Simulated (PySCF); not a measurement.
BeBrI, SMILES [Br][Be][I]. Atoms are numbered in the order given.

```xyz
3

Be     0.0000     0.0000    -0.5033
Br     0.0000     0.0000    -2.4592
I      0.0000     0.0000     1.6620
```
Charge 0, spin multiplicity 1.

Coordinates come from a B3LYP-D3(BJ)/def2-TZVP optimisation. The def2 effective core potentials stand for the cores of I; spin–orbit coupling is left out.

The numbers are results of CAM-B3LYP/def2-TZVPD in PySCF, not measurements.

The molecule is in vacuum.

```json
{
 "total_energy": "-2886.85369 hartree",
 "point_group": "C∞v",
 "highest_occupied_level": "-9.42 eV",
 "lowest_empty_level": "-0.11 eV",
 "orbital_gap": "9.32 eV",
 "dipole_moment": "0.27 D",
 "quadrupole, principal values (traceless, Buckingham form, about the centre of nuclear charge)": "-2.27, 1.14, 1.14 D·Å",
 "mean_static_polarisability": "70.8 bohr³ (10.49 Å³)",
 "polarisability_principal_values": "58.7, 58.7, 95.0 bohr³"
}
```
